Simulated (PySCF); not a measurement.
Cartesian coordinates (Å):
```xyz
4

Zn     0.0573     0.0436    -0.0618
O     -0.9884     0.0870    -1.5038
H     -0.6423    -0.4788    -2.2209
Br     1.2549     0.0986     1.8281
```
Charge 0, spin multiplicity 1.

What LUMO, charge on the central atom (Mulliken), HOMO, charge on the central atom (meta-Löwdin) and dipole moment does TPSSh-D3(BJ)/def2-TZVP // BP86-D3(BJ)/def2-SVP (PySCF) give?


```yaml
LUMO: -1.89 eV
charge on the central atom (Mulliken): 0.58 e
HOMO: -7.60 eV
charge on the central atom (meta-Löwdin): 1.23 e
dipole_moment: 1.60 D
```
